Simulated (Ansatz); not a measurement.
CH6ClFSi2 can be A, `F[SiH](Cl)C[SiH3]`, or B, `C[SiH2][SiH](F)Cl`.

Isolated molecules relaxed with PBE0-D4/def2-TZVP in Ansatz; ΔE leaves out vibrations. CCSD(T)/CBS adds triple-zeta CCSD(T) − MP2 to the extrapolated MP2 energy (def2 sets, frozen cores). Functionals use def2-TZVPP. B3LYP here is the variant with VWN-RPA as its local correlation; programs differ in this. One conformer a species, not always the lowest.

Problem. Which isomer does CCSD(T)/CBS put lower? Give the gap. (An estimate is asked.)

Solution. Computed: A, by 22.6 kJ/mol.

Problem. Give E(B) − E(A) in kJ/mol with B2PLYP, B3LYP-D4, PBE-D4, ωB97M-V, CCSD/def2-TZVPP, HF/def2-TZVPP, r2SCAN-D4. (Estimate.)

Solution. The calculation gave: B2PLYP 21.3, B3LYP-D4 16.4, PBE-D4 7.3, ωB97M-V 26.1, CCSD/def2-TZVPP 25.0, HF/def2-TZVPP 27.6, r2SCAN-D4 18.0. None reverses the order clearly.

Largest T1 diagnostic: 0.011.

From PBE to PBE0 (25 % exact exchange), in def2-TZVPP and without D4, E(B) − E(A) moves by +5.7 kJ/mol.
